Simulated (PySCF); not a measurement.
Problem. What does the GFN2-xTB structure of InChI=1S/C5H9ClO/c1-2-3-4-5(6)7/h2-4H2,1H3 look like in three dimensions?

Solution. 
Z-matrix in Å and degrees, rows numbered from 1:
```
C 
C   1  1.5239
C   2  1.5268  1  111.44
C   3  1.5286  2  111.67  1   179.99
C   4  1.4897  3  111.68  2  -179.95
O   5  1.1823  4  129.10  3    -0.00
Cl  5  1.7814  4  111.44  3   179.99
H   1  1.0871  2  110.60  3   179.93
H   1  1.0876  2  110.54  3    59.87
H   1  1.0876  2  110.52  3   -60.07
H   2  1.0925  1  109.43  3  -121.18
H   2  1.0924  1  109.40  3   121.07
H   3  1.0914  2  109.69  1   -58.86
H   3  1.0914  2  109.65  1    58.87
H   4  1.0930  3  110.78  2    59.26
H   4  1.0931  3  110.81  2   -59.18
```

Of the pairs four or more bonds apart, O6···H14 is among the closest relative to their van der Waals radii: 2.79 Å, 102 % of the sum of Bondi's values. The 7 heavy atoms lie in one plane (0.000 Å rms). The 4 C–C bonds span 1.490 Å (C4–C5, drawn single) to 1.529 Å (C3–C4, drawn single), a spread of 0.039 Å.

Computed geometry: GFN2-xTB, gas phase.

Point group: Cs (every atom within 0.08 Å of its image). No GFN2-xTB frequencies stand behind this structure, so it isn't proved a minimum. The numbers are those of one conformer (C1–C2–C3–C4 180°, C2–C3–C4–C5 180°, C3–C4–C5–O6 0°).
